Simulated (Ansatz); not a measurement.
Cost and result for the atomization energy of CH7AlBGaGe (`[GeH3][Ga]1[BH][CH2][AlH]1`) (12 atoms, 12 bonds).

```json
{"atom": "Ge1", "x (Å)": "1.246", "y (Å)": "-1.921", "z (Å)": "-1.922"}
{"atom": "Ga2", "x (Å)": "0.361", "y (Å)": "-0.166", "z (Å)": "-0.497"}
{"atom": "B3", "x (Å)": "-1.156", "y (Å)": "1.234", "z (Å)": "-0.083"}
{"atom": "C4", "x (Å)": "-1.472", "y (Å)": "1.132", "z (Å)": "1.371"}
{"atom": "Al5", "x (Å)": "0.530", "y (Å)": "0.956", "z (Å)": "1.730"}
{"atom": "H6", "x (Å)": "2.702", "y (Å)": "-1.596", "z (Å)": "-2.308"}
{"atom": "H7", "x (Å)": "1.257", "y (Å)": "-3.263", "z (Å)": "-1.167"}
{"atom": "H8", "x (Å)": "0.449", "y (Å)": "-2.120", "z (Å)": "-3.225"}
{"atom": "H9", "x (Å)": "-1.473", "y (Å)": "2.192", "z (Å)": "-0.729"}
{"atom": "H10", "x (Å)": "-1.346", "y (Å)": "0.140", "z (Å)": "1.889"}
{"atom": "H11", "x (Å)": "-2.195", "y (Å)": "1.739", "z (Å)": "1.908"}
{"atom": "H12", "x (Å)": "1.096", "y (Å)": "1.673", "z (Å)": "3.033"}
```

Charge 0, multiplicity 1. Correlated methods include outer-core shells of Ga, Ge, which these sets cover unevenly. Scalar relativity is left out up to krypton. The structure was optimised at the PBE0-D4/def2-TZVP level. Program: Ansatz. All runs use 2 threads of an AMD EPYC 7R13 on a shared host and a share of an NVIDIA H100 80 GB. Times are those of one run each, without the atoms' runs, and a repeat can differ threefold. Electronic energies, without spin–orbit coupling; frozen cores. CCSD(T)/CBS adds CCSD(T) − MP2 in def2-TZVPP to the MP2 limit, and its time is that of the two runs behind it. T1 = 0.014. With those shells the extrapolation isn't a true limit.

CCSD(T)/CBS is a level of theory with its own doubt, some kJ/mol a heavy atom from the limit and from the frozen cores, so smaller differences don't rank the functionals.

```tsv
level	functions	wall time	atomization (kJ/mol)	difference from CCSD(T)/CBS	per bond
LDA (SPW92)/def2-TZVPP	298	1.8 s	4006.3	470.6	39.2
BHLYP-D4/def2-TZVPP	298	2.3 s	3450.5	-85.2	-7.1
BLYP-D4/def2-TZVPP	298	2.4 s	3461.3	-74.4	-6.2
r2SCAN-D4/def2-TZVPP (with forces)	298	2.5 s	3571.5	35.8	3.0
B97M-V/def2-TZVPP	298	2.5 s	3586.9	51.2	4.3
CAM-B3LYP-D4/def2-TZVPP	298	3.1 s	3515.8	-19.9	-1.7
ωB97X-V/def2-TZVPP	298	3.5 s	3545.5	9.8	0.8
PBE-QIDH/def2-TZVPP	298	4.3 s	3531.5	-4.2	-0.4
CCSD(T)/def2-SVP	145	4.7 s	3342.7	-193.0	-16.1
ωB97M-V/def2-TZVPP (with forces)	298	7.5 s	3516.8	-18.9	-1.6
MP2/def2-QZVPP	572	9.6 s	3521.7	-14.0	-1.2
CCSD(T)/def2-TZVPP	298	13 s	3469.2	-66.5	-5.5
CCSD(T)/CBS(def2)	–	22 s	3535.7	0.0	0.0
```

The D4 term adds +46.9 kJ/mol with B3LYP and +24.6 kJ/mol with PBE0; it sums over pairs of atoms, weighted by their polarisabilities, and B3LYP, whose exchange is more repulsive, gets the larger term. Leaving LDA and LC-ωPBE aside and taking each functional with its dispersion term where it has one, the values spread over 136.4 kJ/mol, from BHLYP-D4 to B97M-V. LDA lies +479.6 kJ/mol from PBE without D4, its usual overbinding. At CCSD(T), def2-SVP lies −193.0 kJ/mol from the extrapolated value and def2-TZVPP −66.5 kJ/mol: correlation converges slowly with the basis, and small sets miss more of it in the bonded molecule than in its fragments.

B3LYP here is the variant with VWN-RPA as its local correlation; programs differ in this.
